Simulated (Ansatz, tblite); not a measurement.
Forces on the cluster ZnI2⁺ at its r2SCAN-D4/def2-TZVP geometry. Charge 1, multiplicity 2.

In the def2 sets I takes a core potential; there is no spin–orbit coupling. The xTB rows come from tblite. The structure comes from a short search, and lower isomers may exist.

GFN1-xTB (tblite), largest force 0.68 eV/Å:

```xyz
3
positions Å, forces eV/Å
Zn    0.000    0.000    0.000    0.000    0.000    0.000
I    -0.040   -0.602   -2.356   -0.011   -0.169   -0.661
I     0.040    0.603    2.356    0.011    0.169    0.661
```

GFN2-xTB (tblite), largest force 0.71 eV/Å:

```
Zn 0.000 0.000 0.000
I -0.012 -0.177 -0.691
I 0.012 0.177 0.691
```

r2SCAN-D4/def2-TZVP (Ansatz), largest force 0.00 eV/Å:

```
Zn 0.000 0.000 0.000
I 0.000 0.000 -0.001
I 0.000 0.000 0.001
```
